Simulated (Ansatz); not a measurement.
Task: Name a neutral molecule of Al, C, F and H with vertical ionisation energy (CCSD(T)/CBS(def2)) between 11.85 and 12.15 eV and size of the dipole moment (B3LYP/def2-TZVPP) between 2.15 and 2.45 D (Ansatz, PBE0-D4/def2-TZVP geometry).

Result: `[CH3][Al]([F])[F]` (12.04 eV, 2.23 D). Other molecules can fit too; these were computed, each in one conformer that needn't be the lowest.

B3LYP here is the variant with VWN-RPA as its local correlation; programs differ in this.
